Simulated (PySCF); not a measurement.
## Dipole moment and polarisability of `O=C(O)CO[SiH2]O`

Species: C2H6O4Si.
Atom-mapped SMILES: `[O:1]=[C:2]([OH:3])[CH2:4][O:5][SiH2:6][OH:7]` (hydrogens: H8 on O3; H9, H10 on C4; H11, H12 on Si6; H13 on O7)

Geometry (GFN2-xTB, Å), atoms numbered from 1 in this order:
```
atom  x, y, z in Å
O1     1.3543    0.3363   -1.3673
C2     1.6167   -0.0724   -0.2729
O3     2.8291   -0.5252    0.0687
C4     0.6525   -0.1622    0.8950
O5    -0.5621    0.4333    0.6358
Si6   -1.7526   -0.0889   -0.3596
O7    -2.9078    1.0279   -0.1879
H8     3.4367   -0.4668   -0.6872
H9     1.1114    0.3378    1.7562
H10    0.5377   -1.2272    1.1403
H11   -1.3152   -0.2147   -1.7421
H12   -2.3353   -1.3205    0.1648
H13   -2.6699    1.9433   -0.0613
```

Level: PBE0/def2-SVPD (PySCF), static field, nuclei fixed, core orbitals frozen in the response. The polarisability tensor in these axes (au):

```
x   73.80 -3.78  0.82
y   -3.78 54.47 -2.79
z    0.82 -2.79 61.49
```

Q: Give the principal values, the mean and the anisotropy Δα = √{½[(α1 − α2)² + (α2 − α3)² + (α1 − α3)²]}.

A: Principal values 52.97, 62.15 and 74.65 au; mean 63.25 au = 9.37 Å³ = 10.43 × 10⁻⁴⁰ C²·m²/J; Δα = 18.85 au (30 % of the mean).

Q: What is the dipole moment, and where does it point?

A: (2.40, -0.46, 1.06) D, 2.66 D in size, pointing from the negative to the positive side. Measured along this direction, the outermost atoms are O7 and H13 at the negative end and H8 at the positive end.

Q: What are the principal values of the traceless quadrupole moment, Θ = ½Σq(3rr − r²1), about the centre of nuclear charge?

A: -5.42, -1.51, 6.92 D·Å. The values depend on the origin, since the dipole doesn't vanish. The electronic extent ⟨r²⟩ about the same centre is 1141 bohr², a root-mean-square distance of 2.23 Å for the 64 electrons.

Q: What would n − 1 = 2πNα be for an ideal gas of these molecules at 400 K and 1 atm, electronic part alone?

A: N = p/kT = 1.8347 × 10¹⁹ cm⁻³, so n − 1 = 2π × N × 9.37 × 10⁻²⁴ cm³ = 1081 × 10⁻⁶ at long wavelengths.

Q: In a dilute gas of rigid molecules at 298 K, how does the orientational term μ²/3kT compare with the electronic polarisability?

A: In Gaussian units μ²/3kT = 57.25 Å³ against 9.37 Å³, a ratio of 6.11; the Debye molar polarisation (4π/3)N_A(α + μ²/3kT) is 168.1 cm³/mol, leaving out the vibrational part.

Q: What depolarisation ratio follows for Rayleigh scattering of linearly polarised light, taking the static tensor?

A: ρ = 3Δα²/(45ᾱ² + 4Δα²) = 1066.0/(180039 + 1421.3) = 0.00587.

Q: Form Σ f/ω² (atomic units) for the 8 lowest TDDFT singlets, given as eV and f, and set it beside the mean polarisability, which is this sum over all singlets: 5.88, 0.0005; 7.04, 0.0140; 7.16, 0.0035; 7.37, 0.0397; 7.63, 0.0157; 7.81, 0.0084; 7.89, 0.0060; 7.98, 0.0091.

A: They add up to 1.29 au, 2.0 % of the 63.25 au; the largest single term is 0.54 au, from the state at 7.37 eV. Terms in order: 0.01, 0.21, 0.05, 0.54, 0.20, 0.10, 0.07, 0.11 au. Higher excitations give the rest. The strengths listed sum to 0.097.

Geometry: GFN2-xTB, one conformer, isolated molecule.
